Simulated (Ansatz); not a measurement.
Reaction (isomerisation): `O[Si@H](Cl)C[Si@H](O)Cl` → `O[SiH](O)C[SiH](Cl)Cl`

Program: Ansatz. Geometries: PBE0-D4/def2-TZVP. ΔE: electronic, gas phase. CCSD(T)/CBS is the MP2 limit (def2-TZVPP, def2-QZVPP) plus CCSD(T) − MP2 in def2-TZVPP, frozen cores. Each species was taken in one conformer, which may not be the lowest.

```json
{"species": "`O[Si@H](Cl)C[Si@H](O)Cl`", "CCSD(T)/CBS(def2) energy (Eh)": "-1689.97065"}
{"species": "`O[SiH](O)C[SiH](Cl)Cl`", "CCSD(T)/CBS(def2) energy (Eh)": "-1689.97043"}
```

Work out ΔE.

ΔE = (-1689.97043) − (-1689.97065) = 0.00022 Eh = +0.1 kcal/mol.

Largest T1 diagnostic among the species: 0.011.
